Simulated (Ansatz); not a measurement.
Reaction (ligand exchange at a Ge–C bond): `[OH][GeH2][CH2][SiH](O)F` + `SS` → `[OH][GeH2][S]S` + `C[SiH](O)F`

Program: Ansatz. Geometries: PBE0-D4/def2-TZVP. ΔE: electronic, gas phase. CCSD(T)/CBS is the MP2 limit (def2-TZVPP, def2-QZVPP) plus CCSD(T) − MP2 in def2-TZVPP, frozen cores. This one scheme is used for every species. Functionals use def2-TZVPP. B3LYP here is the variant with VWN-RPA as its local correlation; programs differ in this. For Ge outer-core shells are correlated without core-valence functions, which leaves a few kJ/mol of doubt a bond. Scalar relativity is left out up to krypton. One conformer a species, not always the lowest.

`[OH][GeH2][CH2][SiH](O)F`:

Z-matrix (Å, degrees):
```
Ge
C 1 1.942
O 1 1.805 2 102.8
H 1 1.541 2 113.6 3 116.2
H 1 1.539 2 113.3 3 -116.7
Si 2 1.862 1 113.1 3 40.6
H 2 1.094 1 108.0 3 -80.4
H 2 1.094 1 108.5 3 163.1
H 3 0.959 1 114.4 2 -170.7
O 6 1.622 2 111.2 1 -53.8
F 6 1.603 2 105.9 1 67.3
H 6 1.477 2 113.7 1 -175.9
H 10 0.971 6 113.5 2 36.5
```

`SS`:

Z-matrix (Å, degrees):
```
S
S 1 2.046
H 1 1.347 2 98.6
H 2 1.347 1 98.6 3 -90.5
```

`[OH][GeH2][S]S`:

```xyz
8

O    -1.397    0.023   -0.849
Ge   -0.045   -1.018   -0.365
S     1.787    0.223   -0.055
S     1.002    1.466    1.391
H    -1.709    0.553   -0.111
H     0.209   -1.960   -1.546
H    -0.384   -1.716    0.962
H     0.537    2.429    0.573
```

`C[SiH](O)F`:

```xyz
9

C    -0.470    0.187    1.039
Si   -0.048   -0.352   -0.681
O     1.012    0.644   -1.425
F     0.577   -1.823   -0.574
H    -1.183   -0.505    1.494
H    -0.919    1.183    1.031
H     0.418    0.217    1.676
H    -1.214   -0.427   -1.583
H     1.826    0.876   -0.977
```

Q: Is it downhill or uphill in electronic energy at CCSD(T)/CBS, and by how much? (Best estimate.)

A: Computed: Downhill: ΔE = -0.37 eV.

Q: What do these levels give: B3LYP-D4, ωB97X-V, ωB97M-V, PBE, r2SCAN, HF/def2-TZVPP, MP2/def2-TZVPP, CCSD/def2-TZVPP, HF/def2-QZVPP, MP2/def2-QZVPP, HF/CBS(def2), MP2/CBS(def2)? (An estimate is asked.)

A: The calculation gave: B3LYP-D4 -0.43, ωB97X-V -0.38, ωB97M-V -0.38, PBE -0.47, r2SCAN -0.45, HF/def2-TZVPP -0.47, MP2/def2-TZVPP -0.38, CCSD/def2-TZVPP -0.35, HF/def2-QZVPP -0.47, MP2/def2-QZVPP -0.40, HF/CBS(def2) -0.48, MP2/CBS(def2) -0.40 eV.

Largest T1 diagnostic among the species: 0.012.

The D4 term adds +0.03 eV with B3LYP and +0.02 eV with PBE0; it sums over pairs of atoms, weighted by their polarisabilities, and B3LYP, whose exchange is more repulsive, gets the larger term. In def2-TZVPP, CCSD(T) changes the Hartree–Fock value by +0.12 eV (the triples alone add −0.00 eV) and MP2 by +0.09 eV.
